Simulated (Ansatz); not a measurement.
Species: Al2H4, charge 0, multiplicity 1. 
Structure (B3LYP-D3(BJ)/def2-TZVP (Ansatz, a quantum-chemistry and plane-wave program) minimum search):
SMILES: [AlH2][AlH2]
```xyz
6

Al    -0.0012    -0.0150     1.2942
Al     0.0012     0.0150    -1.2942
H      1.3472    -0.0315     2.1375
H     -1.3512    -0.0180     2.1352
H      0.0088     1.3738    -2.1207
H     -0.0047    -1.3244    -2.1520
```
Charge 0, spin multiplicity 1.

Basis-set convergence of Hartree-Fock and MP2 correlation energies (hartree) with Ansatz. Cores are frozen in the correlated levels unless marked. Spin-orbit coupling is left out. Non-relativistic.

```csv
basis,functions,E(HF),"E(corr, MP2)"
def2-SVP,56,-485.96533,-0.13092
def2-TZVPP,140,-486.13633,-0.16279
def2-QZVPP,260,-486.15067,-0.17452
```

Extrapolating the two largest sets (X = 3 and 4) as X^-3: E(corr) = (64·(-0.17452) - 27·(-0.16279))/37 = -0.1831 Eh, an estimate of the basis-set limit. The largest set recovers 95.3 % of it, the smallest 71.5 %.
